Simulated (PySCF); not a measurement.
## The third ionisation energy along group 10

Calculated with PySCF 2.14 from differences of total energies of unrestricted determinants, without spin-orbit coupling. Values in eV. The last column holds reference values (NIST; (s) semi-empirical, (t) theoretical, else measured). Unmarked ones compare directly (S terms, centres of terms, or small fine structure); those marked * lie between the lowest fine-structure levels and include a spin-orbit shift.

```
                                                                                       element                 configurations     UHF     PBE    PBE0  r2SCAN  MP2 (valence)  SCS-MP2 (valence)         reference
    Ni (aug-cc-pVTZ with one added diffuse shell each of s, p, d, f, g type, non-relativistic)            [Ar] 3d8 → [Ar] 3d7  32.882  36.073  35.579  35.724         35.194             35.133  35.187 ± 0.019 *
Pd (aug-cc-pVTZ-PP with one added diffuse shell each of s, p, d, f, g type with ECP28MDF, ECP)            [Kr] 4d8 → [Kr] 4d7  31.053  33.041  32.864  32.858         32.709             32.731       32.93 (s) *
Pt (aug-cc-pVTZ-PP with one added diffuse shell each of s, p, d, f, g type with ECP60MDF, ECP)  [Xe] 4f14 5d8 → [Xe] 4f14 5d7  29.098  31.104  30.917  30.849         30.686             30.719    29 ± 1.6 (t) *
```

"Valence" correlates the outer s and p shells and, in groups 3 to 12 and the f block, the outer d or f shell, open or full, or the next shell where the ion has no valence electron left; the wider scheme adds the next inner shell.
